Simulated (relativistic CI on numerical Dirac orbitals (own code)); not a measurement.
Mo2+: calculation against measurement

Computed by Dirac-Coulomb-Breit CI, separate exchange-only KLI orbitals for each configuration, model QED (radiative potential, 1s self-energy scaled to tabulated hydrogen-like ionisation energies), valence Slater integrals scaled by 0.85, P86 correlation energy added to each configuration (own radial code, finite nucleus).

Configurations in the expansion (outside the closed core [Kr]): 4d⁴, 4d³5s, 4d³5p, 4d²5s², 4d³4f, 4d²5s5p, 4d³5d, 4d³6s, 4d³6p, 4d²4f², 4d³6d, 4d³5f, 4d³5g, 4d²5p², 4d³6f, 4d³6g. Levels of other configurations are missing.

| Configuration | Term (tabulated) | J | Measured (cm⁻¹) | Computed | Error | Purity (%) |
| --- | --- | --- | --- | --- | --- | --- |
| 4d⁴ | 5D | 0 | 0.0 | 0 | 0 | 98 |
| 4d⁴ | 5D | 1 | 242.0 | 207 | -35 | 99 |
| 4d⁴ | 5D | 2 | 668.2 | 583 | -85 | 99 |
| 4d⁴ | 5D | 3 | 1224.0 | 1086 | -138 | 99 |
| 4d⁴ | 5D | 4 | 1872.3 | 1685 | -188 | 99 |
| 4d⁴ | 3P2 | 0 | 11149.2 | 12067 | 917 | 94 |
| 4d⁴ | 3P2 | 1 | 12510.3 | 13161 | 651 | 96 |
| 4d⁴ | 3H | 4 | 12679.6 | 13245 | 565 | 91 |
| 4d⁴ | 3H | 5 | 13275.5 | 13738 | 462 | 95 |
| 4d⁴ | 3H | 6 | 13811.2 | 14205 | 394 | 98 |
| 4d⁴ | 3F2 | 2 | 13928.7 | 14646 | 717 | 96 |
| 4d⁴ | 3F2 | 3 | 13948.2 | 14703 | 755 | 82 |
| 4d⁴ | 3F2 | 4 | 14296.1 | 14982 | 685 | 81 |
| 4d⁴ | 3P2 | 2 | 14357.6 | 14873 | 515 | 95 |
| 4d⁴ | 3G | 3 | 15871.2 | 16658 | 787 | 82 |
| 4d⁴ | 3G | 4 | 16282.8 | 17075 | 793 | 83 |
| 4d⁴ | 3G | 5 | 16714.4 | 17447 | 733 | 95 |
| 4d⁴ | 3D | 3 | 19487.8 | 20963 | 1475 | 97 |
| 4d⁴ | 3D | 2 | 19576.7 | 21006 | 1429 | 91 |
| 4d⁴ | 1I | 6 | 20290.2 | 20684 | 394 | 98 |
| 4d⁴ | 1G2 | 4 | 20611.9 | 21624 | 1012 | 93 |
| 4d⁴ | 1D2 | 2 | 22806.2 | 24291 | 1485 | 87 |
| 4d⁴ | 1S2 | 0 | 22990.1 | 24609 | 1619 | 97 |
| 4d³5s | 5F | 1 | 32418.7 | 35433 | 3015 | 99 |
| 4d³5s | 5F | 2 | 32843.3 | 35819 | 2976 | 99 |
| 4d³5s | 5F | 3 | 33452.2 | 36384 | 2932 | 99 |
| 4d³5s | 5F | 4 | 34225.4 | 37107 | 2882 | 99 |
| 4d³5s | 5F | 5 | 35129.4 | 37961 | 2831 | 99 |
| 4d⁴ | 1G1 | 4 | 36164.0 | 37868 | 1704 | 91 |
| 4d³5s | 5P | 1 | 42404.7 | 46148 | 3743 | 98 |
| 4d³5s | 5P | 2 | 42521.8 | 46405 | 3883 | 80 |
| 4d³5s | 3F | 2 | 42665.8 | 46278 | 3612 | 77 |
| 4d³5s | 5P | 3 | 43461.6 | 47144 | 3682 | 83 |
| 4d³5s | 3F | 3 | 43561.8 | 47238 | 3676 | 77 |
| 4d³5s | 3F | 4 | 44655.3 | 48284 | 3629 | 89 |
| 4d³5s | 3G | 3 | 46299.6 | 49861 | 3561 | 96 |
| 4d³5s | 3G | 4 | 46601.6 | 50142 | 3540 | 86 |
| 4d³5s | 3G | 5 | 46962.1 | 50475 | 3513 | 88 |
| 4d³5s | 3P | 2 | 49088.7 | 53026 | 3938 | 68 |
| 4d³5s | 3H | 4 | 49541.7 | 52965 | 3423 | 87 |
| 4d³5s | 3H | 5 | 50318.8 | 53626 | 3307 | 90 |
| 4d³5s | 3H | 6 | 50481.6 | 53778 | 3296 | 99 |
| 4d³5s | 3D | 3 | 51425.9 | 55522 | 4097 | 98 |
| 4d³5s | 3D | 2 | 51482.9 | 55469 | 3986 | 73 |
| 4d³5s | 1G | 4 | 52698.0 | 56483 | 3785 | 83 |
| 4d³5s | 3P | 1 | 52811.0 | 57302 | 4491 | 58 |
| 4d³5s | 3P | 0 | 53407.5 | 57926 | 4519 | 93 |
| 4d³5s | 3P | 2 | 54191.2 | 58680 | 4489 | 92 |
| 4d³5s | 1H | 5 | 54853.3 | 58511 | 3658 | 98 |
| 4d³5s | 1P | 1 | 55366.5 | 59668 | 4302 | 60 |
| 4d³5s | 1D | 2 | 56741.9 | 61163 | 4421 | 84 |
| 4d³5s | 3F | 4 | 58730.3 | 63016 | 4286 | 98 |
| 4d³5s | 3F | 3 | 58893.8 | 63178 | 4284 | 97 |
| 4d³5p | 5G° | 2 | 73853.2 | 75522 | 1668 | 97 |
| 4d³5p | 5G° | 3 | 74724.8 | 76312 | 1588 | 97 |
| 4d³5p | 5G° | 4 | 75816.5 | 77315 | 1498 | 98 |
| 4d³5p | 3D° | 1 | 75972.4 | 77944 | 1972 | 59 |
| 4d³5p | 5G° | 5 | 77113.3 | 78514 | 1401 | 97 |
| 4d³5p | 5D° | 0 | 78568.4 | 80073 | 1504 | 98 |
| 4d³5p | 5G° | 6 | 78689.4 | 79943 | 1254 | 99 |
| 4d³5p | 5F° | 4 | 79497.1 | 80989 | 1492 | 64 |
| 4d³5p | 5F° | 5 | 80343.2 | 81864 | 1520 | 83 |

Measured levels from Sugar and Musgrove, J. Phys. Chem. Ref. Data 17, 155 (1988); pairs were made by configuration, J and term (by order where the table uses no LS term), so strongly mixed levels may be paired wrongly.

Mean error by configuration (cm⁻¹): 4d⁴ 724; 4d³5s 3716; 4d³5p 1544. Over the excited levels the mean absolute error is 2282 cm⁻¹ (61 of the 67 excited levels that our extract of the source holds in range could be paired, and the others can miss by more), and the median relative error of those above 1,000 cm⁻¹ is 7.2 %.
